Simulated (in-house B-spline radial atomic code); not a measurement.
Values are calculated unless marked as measured or tabulated.
## Building a PAW f channel for Ta, r_c = 1.11 bohr

Ta, [Xe] 4f14 5d3 6s2, non-relativistic LDA (VWN5) (a model for so heavy an element), spherical and spin-unpolarised, from a B-spline radial code for spherical atoms (atomic units; all potentials screened as in the neutral atom).

Two all-electron partial waves φ1, φ2 are integrated outwards at E1 = ε(4f) = -1.199346 and E2 = E1 + 0.5 hartree; φ1 is the bound orbital and φ2 has unit norm inside r_c = 1.1085 bohr. Smooth partners are polynomials, r^4(a0 + a1 r² + a2 r⁴ + a3 r⁶), matched to φ and three derivatives at r_c, with no condition on the norm. The local potential is -34.6961 + (67.2096) r² + (-55.3573) r⁴ + (16.9454) r⁶ inside 0.9075 bohr and the all-electron one outside.

```csv
wave,φ(r_c),φ'(r_c),a0,a1,a2,a3
1,0.5170805,-0.9181769,6.303304,-11.31258,7.245953,-1.61742
2,0.1348024,-2.076104,6.29201,-11.97835,7.795061,-1.753741
```

Inside r_c the overlaps are <φi φj> = [[0.92548, 0.94974], [0.94974, 1.00000]] and, for the smooth waves, [[0.19906, 0.14890], [0.14890, 0.11750]]. With χj = (Ej − T − V_local) applied to smooth wave j, the program's quadrature gives the matrix B_ij = <smooth i, χj> as [[-0.95226, -1.13360], [-0.73318, -0.88197]].

(1) Check the match of the first wave, and find the augmentation charges q_ij.

(2) B isn't symmetric. Show that D_ij = B_ij + Ej q_ij is.

Solving (T + V_local + Σ p D p) ψ = E (1 + Σ p q p) ψ in a sphere of 9 bohr gives these levels:

```csv
all-electron,one projector,two projectors
-1.199350,-1.199340,-1.199340
0.189820,0.190292,0.189821
0.464562,0.469516,0.464571
0.851343,0.871269,0.851411
1.360510,1.409500,1.360830
```

(3) What does the second projector gain?

Answers

(1) At r_c the four terms are 9.51724, -20.98823, 16.51890, -4.53085, which sum to 0.5171, φ1(r_c) to rounding. q_ij is the all-electron overlap less the smooth one: [[0.72642, 0.80084], [0.80084, 0.88250]]. The smooth first wave has a norm of 0.1991 inside r_c against 0.9255, and q11 > 0 puts back the missing charge.

(2) Integrating by parts gives B12 − B21 = (E1 − E2) q12: -1.13360 − (-0.73318) = -0.40042, and −0.5 × (0.80084) = -0.40042. So D12 = -1.13360 + (-0.699346)(0.80084) = -1.69367 and D21 = -0.73318 + (-1.199346)(0.80084) = -1.69367; D11 = -1.82349, D22 = -1.49914. The projectors, p = (B⁻¹)ᵀ χ, are dual to the smooth waves; det B = 0.0087, small beside B11 B22, as the two smooth waves look alike inside r_c.

(3) With one projector the errors are +0.01, +0.47, +4.95, +19.93, +48.99 millihartree. With two the errors are +0.01, 0.00, +0.01, +0.07, +0.32 millihartree. The scattering is exact at E1 and at E2 = -0.699, and over all levels compared the largest error is 0.32 millihartree. The lowest eigenvalue of the overlap operator is 1 with one and 0.9751 with two projectors. The smooth orbital alone needs a cutoff of 93 hartree for 1 millihartree of kinetic energy, against 163 for a norm-conserving Troullier-Martins orbital of the same radius; part of the gain comes from giving up the norm, part from the simpler form.
